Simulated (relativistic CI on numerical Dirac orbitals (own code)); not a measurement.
As¹⁴⁺: computed level list

Method of calculation: Dirac-Coulomb-Breit CI, separate exchange-only KLI orbitals for each configuration, model QED (radiative potential, 1s self-energy scaled to tabulated hydrogen-like ionisation energies), unscaled Slater integrals (own radial code, finite nucleus).

Configurations in the expansion (outside the closed core [Ne]): 3s2 3p6 3d, 3s2 3p5 3d2, 3s 3p6 3d2, 3s2 3p6 4s, 3s2 3p6 4p, 3s2 3p6 4d, 3s2 3p6 4f, 3s2 3p5 3d 4s, 3s2 3p5 3d 4p, 3s2 3p6 5s, 3s2 3p6 5p, 3s2 3p5 3d 4d, 3s2 3p6 5d, 3s 3p6 3d 4s, 3s2 3p6 5f, 3s2 3p6 5g, 3s2 3p5 3d 4f, 3s 3p6 3d 4p, 3s2 3p6 6s, 3s2 3p6 6p, 3s2 3p6 6d, 3p6 3d2 4p, 3p6 3d3, 3p5 3d4, 3p6 3d2 4s, 3p5 3d3 4s. Double excitations out of closed p, d and f shells are left out; levels of such configurations are missing from the list, as are those of other unlisted configurations, and high levels can miss mixing partners. These lack a partner that the ground configuration has and come out too high: 3s2 3p5 3d 4p, 3s2 3p5 3d 4d, 3s2 3p5 3d 4f.

The lowest level is 3s2 3p6 3d 2D_3/2, with 100 % of that term; Hund's rules for 3s2 3p6 3d give 2D with J = 3/2, in agreement.

| No. | Configuration | Term | J | E (cm⁻¹) | % | Landé g | Lifetime (s) |
| --- | --- | --- | --- | --- | --- | --- | --- |
| 1 | 3s2 3p6 3d | 2D | 3/2 | 0 | 100 | 0.798 |  |
| 2 | 3s2 3p6 3d | 2D | 5/2 | 9194 | 100 | 1.199 | 1.19e-01 |
| 3 | 3s2 3p5 3d2 | 4D° | 1/2 | 614425 | 99 | 0.007 | 3.06e-07 |
| 4 | 3s2 3p5 3d2 | 4D° | 3/2 | 617830 | 95 | 1.181 | 6.68e-08 |
| 5 | 3s2 3p5 3d2 | 4D° | 5/2 | 623602 | 91 | 1.351 | 4.65e-08 |
| 6 | 3s2 3p5 3d2 | 4D° | 7/2 | 632015 | 90 | 1.405 | 6.79e-08 |
| 7 | 3s2 3p5 3d2 | 4G° | 11/2 | 652803 | 100 | 1.271 | 1.94e+02 |
| 8 | 3s2 3p5 3d2 | 4G° | 9/2 | 653606 | 84 | 1.189 | 6.09e-02 |
| 9 | 3s2 3p5 3d2 | 4G° | 7/2 | 657134 | 71 | 1.039 | 9.92e-08 |
| 10 | 3s2 3p5 3d2 | 4G° | 5/2 | 659585 | 30 | 1.023 | 6.91e-09 |
| 11 | 3s2 3p5 3d2 | 4P° | 5/2 | 663570 | 68 | 1.342 | 4.36e-07 |
| 12 | 3s2 3p5 3d2 | 4P° | 3/2 | 670668 | 83 | 1.653 | 3.80e-08 |
| 13 | 3s2 3p5 3d2 | 4F° | 3/2 | 673849 | 53 | 0.671 | 8.51e-10 |
| 14 | 3s2 3p5 3d2 | 4P° | 1/2 | 679542 | 89 | 2.489 | 1.26e-07 |
| 15 | 3s2 3p5 3d2 | 2D° | 5/2 | 682944 | 64 | 1.073 | 1.59e-09 |
| 16 | 3s2 3p5 3d2 | 4F° | 9/2 | 684375 | 78 | 1.287 | 1.98e-03 |
| 17 | 3s2 3p5 3d2 | 4F° | 7/2 | 685811 | 46 | 1.103 | 3.28e-08 |
| 18 | 3s2 3p5 3d2 | 2F° | 5/2 | 694372 | 59 | 0.916 | 3.30e-10 |
| 19 | 3s2 3p5 3d2 | 4F° | 3/2 | 696697 | 37 | 0.872 | 1.72e-09 |
| 20 | 3s2 3p5 3d2 | 4F° | 5/2 | 700227 | 39 | 0.900 | 4.77e-09 |
| 21 | 3s2 3p5 3d2 | 2F° | 7/2 | 702571 | 61 | 1.189 | 7.62e-10 |
| 22 | 3s2 3p5 3d2 | 2P° | 1/2 | 706686 | 92 | 0.778 | 9.69e-10 |
| 23 | 3s2 3p5 3d2 | 2H° | 11/2 | 709139 | 100 | 1.090 | 2.53e-02 |
| 24 | 3s2 3p5 3d2 | 2F° | 7/2 | 710837 | 89 | 1.140 | 1.62e-10 |
| 25 | 3s2 3p5 3d2 | 2G° | 7/2 | 729697 | 61 | 0.973 | 6.01e-08 |
| 26 | 3s2 3p5 3d2 | 2P° | 3/2 | 733051 | 49 | 1.100 | 6.50e-09 |
| 27 | 3s2 3p5 3d2 | 2H° | 9/2 | 734569 | 65 | 0.981 | 2.15e-03 |
| 28 | 3s2 3p5 3d2 | 4D° | 5/2 | 740938 | 80 | 1.329 | 6.70e-10 |
| 29 | 3s2 3p5 3d2 | 4D° | 7/2 | 743480 | 84 | 1.380 | 3.56e-09 |
| 30 | 3s2 3p5 3d2 | 4D° | 3/2 | 745882 | 65 | 1.094 | 5.89e-10 |
| 31 | 3s2 3p5 3d2 | 2G° | 9/2 | 746827 | 67 | 1.096 | 2.84e-04 |
| 32 | 3s2 3p5 3d2 | 2F° | 5/2 | 756054 | 86 | 0.903 | 1.20e-10 |
| 33 | 3s2 3p5 3d2 | 4D° | 1/2 | 758487 | 96 | 0.047 | 4.46e-10 |
| 34 | 3s2 3p5 3d2 | 2D° | 3/2 | 778097 | 65 | 0.998 | 5.58e-10 |
| 35 | 3s2 3p5 3d2 | 2S° | 1/2 | 788753 | 94 | 2.001 | 1.40e-09 |
| 36 | 3s2 3p5 3d2 | 4S° | 3/2 | 789792 | 85 | 1.888 | 5.61e-10 |
| 37 | 3s2 3p5 3d2 | 2D° | 5/2 | 794418 | 78 | 1.211 | 5.23e-10 |
| 38 | 3s2 3p5 3d2 | 2G° | 7/2 | 795114 | 91 | 0.912 | 2.06e-10 |
| 39 | 3s2 3p5 3d2 | 2G° | 9/2 | 798457 | 82 | 1.077 | 2.58e-04 |
| 40 | 3s2 3p5 3d2 | 2P° | 3/2 | 825034 | 97 | 1.330 | 1.79e-09 |
| 41 | 3s2 3p5 3d2 | 2P° | 1/2 | 863423 | 98 | 0.668 | 1.28e-10 |
| 42 | 3s2 3p5 3d2 | 2F° | 5/2 | 868978 | 98 | 0.857 | 3.75e-12 |
| 43 | 3s2 3p5 3d2 | 2F° | 7/2 | 894524 | 96 | 1.135 | 3.60e-12 |
| 44 | 3s2 3p5 3d2 | 2P° | 1/2 | 951483 | 99 | 0.664 | 1.90e-12 |
| 45 | 3s2 3p5 3d2 | 2P° | 3/2 | 963901 | 98 | 1.335 | 1.84e-12 |

Energies count from the lowest computed level; ° marks odd parity; lifetimes are radiative, by E1, M1, E2, M2, E3 decay to levels of this space only.

The mean weight of the leading LS term, summed over parents, in these 45 levels is 79 %, and that of the leading jj configuration (from the same eigenvectors) 57 %, so LS coupling describes them better.

At this charge energies of transitions that change n are usually good to better than 1 %, and those within a shell (Δn = 0) to a few per cent.

LS names give the leading component of a level, which can be under half, so a name can repeat, a term be missing and a line seem to break the LS rules.
